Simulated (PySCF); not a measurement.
AlBr2, SMILES [Br][Al+][Br], charge +1. Coordinates come from a PBE-D3(BJ)/def2-TZVP optimisation. The spin state was assumed, not searched. The isomer is the one that the SMILES or the coordinates give; other isomers of the formula were not compared.

Level of theory: PBE-D3(BJ)/def2-TZVP in PySCF 2.14.0.

Harmonic wavenumbers (cm⁻¹): 109, 109, 247, 650. Rotational constants (GHz): 0.6747 (linear); symmetry number 2.

Problem. Work out the zero-point energy and the ideal-gas rigid-rotor harmonic-oscillator thermochemistry at 298.15 K and 1 atm.

Solution. ZPE = ½ Σ hcν = ½ × 1115 cm⁻¹ = 1.59 kcal/mol. H − E(el) = 4.96 kcal/mol. Entropy in cal/(mol K): translation 41.58, rotation 18.75, vibration 8.70, total 69.03. G − E(el) = -15.62 kcal/mol. Cp = 13.54 cal/(mol K). Modes under 150 cm⁻¹ make the vibrational entropy uncertain.
